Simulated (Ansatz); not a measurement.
**A basis-limit estimate, worked out**

An elementary step of BHCl₃F, singlet (BCl₂F ([F][B]([Cl])[Cl]) + HCl → BCl₃ ([Cl][B]([Cl])[Cl]) + HF; bonds formed: B1–Cl6, F2–H5; bonds broken: B1–F2, H5–Cl6). “Start” is the structure reached by relaxing down from the saddle towards the reactants; PBE0-D4/def2-TZVP structures. The saddle:

```
6
angstrom
B -0.0814 -0.4040 0.1426
F -0.9862 0.7576 -0.3107
Cl -0.1679 -1.7398 -0.9985
Cl -0.2768 -0.7074 1.8641
H 0.0228 1.2902 -0.4644
Cl 1.4894 0.8034 -0.2330
```

Ansatz 0.2.0; basis: def2-TZVPP and def2-QZVPP; cores frozen in the correlated methods.

Energies in eV:

| quantity | saddle | start |
| --- | --- | --- |
| Hartree–Fock, triple zeta (X = 3) | -40908.65439 | -40910.89820 |
| Hartree–Fock, quadruple zeta (X = 4) | -40909.82572 | -40912.08111 |
| MP2 correlation, X = 3 | -26.04202 | -25.14943 |
| MP2 correlation, X = 4 | -28.52157 | -27.59541 |
| CCSD(T) correlation, X = 3 | -28.31785 | -27.56575 |

(1) Work out the barrier at the basis limit: extrapolate Hartree–Fock as E(X) = E∞ + A exp(−7.88 √X) and the MP2 correlation as E(X) = E∞ + B X^−2.97 (the exponents that Neese and Valeev fitted for def2-TZVPP and QZVPP), then add CCSD(T) − MP2 in triple zeta.

The T1 diagnostic stays at or below 0.011.

## Answers

(1) Each step is linear, so take the differences first (saddle − start): Hartree–Fock 2.24381 (X = 3) and 2.25539 (X = 4); MP2 correlation -0.89259 and -0.92616; CCSD(T) correlation -0.75210.
Two points give E∞ = E(4) + w [E(4) − E(3)], with w = 1/(exp(7.88 (2 − √3)) − 1) = 0.1377 for Hartree–Fock and w = 1/((4/3)^2.97 − 1) = 0.7407 for the correlation.
Hartree–Fock: 2.25539 + 0.1377 × 0.01158 = 2.2570 eV.
MP2 correlation: -0.92616 + 0.7407 × (-0.03357) = -0.9510 eV.
CCSD(T) − MP2: -0.75210 − (-0.89259) = 0.1405 eV.
Sum: 2.2570 + (-0.9510) + 0.1405 = 1.4465 eV, or 33.36 kcal/mol. Plain CCSD(T) in triple zeta gives 1.4917 eV, so the larger basis shifts the result by -0.0452 eV.

Labels in which every atom is bracketed show which atoms are joined, not bond orders.

For scale, one of the runs: CCSD(T)/def2-TZVPP, 202 basis functions, launched by `ansatz run in.yaml --threads 4 --pin off --events-out ev --progress --plain --max-ram 9574MiB`. The run took 2.2 min on 4 CPU threads of an Intel Xeon (shared host), with 2.4 GiB of host memory at its peak.
